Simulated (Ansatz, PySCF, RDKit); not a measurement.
Pair of molecules: H2O (SMILES O) (first 3 atoms) with H2S (SMILES S); geometry from B3LYP-D3(BJ)/def2-TZVP, rigid monomers moved along the line of their centres of mass till O1···H5 is 2.47 Å.
(charge 0, multiplicity 1):
```xyz
6

O      0.0663     0.3707    -0.0044
H      0.9296     0.6030    -0.3628
H     -0.2027    -0.4290    -0.4693
S      0.0024     0.0308     3.7915
H     -0.0217     0.2050     2.4544
H     -0.9085     0.9935     4.0031
```

Monomers are frozen at their geometry in the pair; levels with a basis set take the counterpoise correction. Rows marked so take none.

Rows in 3-21G, 6-311+G**, 6-31G* carry no dispersion term and start afresh at each structure (6-31G* with six Cartesian d functions).

Programs: Ansatz (Gaussian orbitals); PySCF for 3-21G rows, 6-311+G** rows, 6-31G* rows; RDKit for the force fields. Values without a source in brackets are computed.

```json
[
 {"level": "MMFF94", "interaction energy (kcal/mol)": "-2.23"},
 {"level": "HF/3-21G (no counterpoise)", "interaction energy (kcal/mol)": "-5.01"},
 {"level": "HF/aug-cc-pV(D+d)Z", "interaction energy (kcal/mol)": "-1.61"},
 {"level": "HF/aug-cc-pV(T+d)Z", "interaction energy (kcal/mol)": "-1.53"},
 {"level": "B3LYP/6-31G*", "interaction energy (kcal/mol)": "-2.58"},
 {"level": "B3LYP/6-31G* (no counterpoise)", "interaction energy (kcal/mol)": "-3.57"},
 {"level": "B3LYP/6-311+G** (no counterpoise)", "interaction energy (kcal/mol)": "-2.76"},
 {"level": "B3LYP/def2-TZVPPD", "interaction energy (kcal/mol)": "-1.85"},
 {"level": "wB97X-V/def2-TZVPPD", "interaction energy (kcal/mol)": "___"}
]
```

Question: Fill in the missing entries.

Answer: 
- wB97X-V/def2-TZVPPD, interaction energy (kcal/mol): -2.46

Ansatz is a first-principles code.
